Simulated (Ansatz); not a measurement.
One change: `N[Si](O)(Cl)[SbH2]` becomes `N[SiH](O)Cl`.

Ansatz, PBE0-D4/def2-TZVP geometries, multiplicity 1. Each molecule was computed in one conformer, which needn't be the lowest.

Elements past krypton have def2 core potentials.

```tsv
property	`N[Si](O)(Cl)[SbH2]`
HOMO–LUMO gap (PBE/def2-TZVPP) / eV	4.90
HOMO energy (PBE0/def2-TZVPP) / eV	-6.94
size of the dipole moment (ωB97M-V/def2-TZVPP) / D	2.24
LUMO energy (ωB97M-V/def2-TZVPP) / eV	1.46
size of the dipole moment (B3LYP/def2-TZVPP) / D	2.16
LUMO energy (B3LYP/def2-TZVPP) / eV	-0.43
```

**Question.** Give the same properties after the change, and the shifts. (Best estimate.)

**Answer.** Computed: 
```tsv
property	`N[SiH](O)Cl`	shift
HOMO–LUMO gap (PBE/def2-TZVPP) / eV	6.37	1.47
HOMO energy (PBE0/def2-TZVPP) / eV	-7.98	-1.04
size of the dipole moment (ωB97M-V/def2-TZVPP) / D	2.53	0.29
LUMO energy (ωB97M-V/def2-TZVPP) / eV	2.16	0.70
size of the dipole moment (B3LYP/def2-TZVPP) / D	2.52	0.36
LUMO energy (B3LYP/def2-TZVPP) / eV	0.37	0.80
```

With PBE0 the HOMO falls by 1.04 eV and the LUMO rises by 0.93 eV, so the gap widens by about 1.97 eV. PBE moves the HOMO by -0.64 eV and ωB97M-V by -1.42 eV. The zero-point energy changes by -14.8 kJ/mol with -6 modes. Dipoles are sizes alone; their direction can turn.

B3LYP here is the variant with VWN-RPA as its local correlation; programs differ in this.

Spin–orbit coupling is left out; it splits and shifts lone-pair levels of the heavy atoms by tenths of an eV.
